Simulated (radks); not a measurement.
Ionisation of the praseodymium ion Pr3+, [Xe] 4f2, to [Xe] 4f1 as the strength of local exchange is varied. Method: scalar-relativistic Kohn-Sham, Slater X-alpha exchange (alpha = 2/3 is LDA exchange), no correlation, spin-polarised, spherical densities, finite nucleus; open shells are filled with parallel spins first (spin-orbit coupling, left out, can overturn this in heavy ions); Fermi nuclear charge, rms radius 4.8919 fm; computed with a radial shooting solver on a logarithmic mesh with Libxc functionals.

alpha  E(Pr3+) (hartree)  exchange (hartree)  IE (eV)  -e of the level emptied (eV)  <r> of it (bohr)
0.667         -9223.2314           -202.4896   38.102                   29.050 (4f)             1.011
0.674         -9225.3635           -204.6596   38.326                   29.257 (4f)             1.009
0.689         -9229.9340           -209.3128   38.809                   29.704 (4f)             1.004
0.701         -9233.5920           -213.0385   39.198                   30.064 (4f)             1.000
0.925         -9302.1264           -283.0813   46.737                   37.108 (4f)            0.9401
1.012         -9328.8736           -310.5397   49.808                   40.004 (4f)            0.9203

NIST Atomic Spectra Database: 38.98 eV (semi-empirical). The Delta-SCF value meets it near alpha = 0.69. Open shells are spherical and high-spin; term and fine-structure splittings are not resolved. Spin-orbit splitting is averaged out at the scalar-relativistic level.
